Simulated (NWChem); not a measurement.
System: C2H6CdO; SMILES C[O][Cd][CH3]

Input file for NWChem:

```
start job
memory heap 200 mb stack 900 mb global 1100 mb
geometry units angstroms noautoz
  Cd     0.912142    -0.109901     0.000820
  C      0.908842    -2.198386    -0.001593
  H      1.332536    -2.579999    -0.941629
  H     -0.119919    -2.573216     0.098238
  H      1.505663    -2.582153     0.838330
  O      1.073332     1.858656     0.003155
  C      0.040093     2.780684    -0.001132
  H     -0.630385     2.714765     0.883298
  H      0.456667     3.807289     0.006706
  H     -0.615738     2.722329    -0.897005
end
basis spherical
  * library def2-svp
end
ecp
  Cd library def2-ecp
end
dft
  xc revpbe cpbe96
  iterations 150
  mulliken
end
task dft energy
```

Structure relaxed at the PBE0/def2-SVP level. Not confirmed as a minimum by frequencies. def2 effective core potentials on Cd; no spin-orbit coupling.

Question: Predict the main results of this run. (revPBE/def2-SVP with def2 effective core potentials on Cd.) Quantities: energy (Ha); highest occupied level (eV); orbital gap (eV); dipole (D).

Answer: 
```yaml
energy (Ha): -322.64
highest occupied level (eV): -5.04
orbital gap (eV): 3.96
dipole (D): 1.84
```
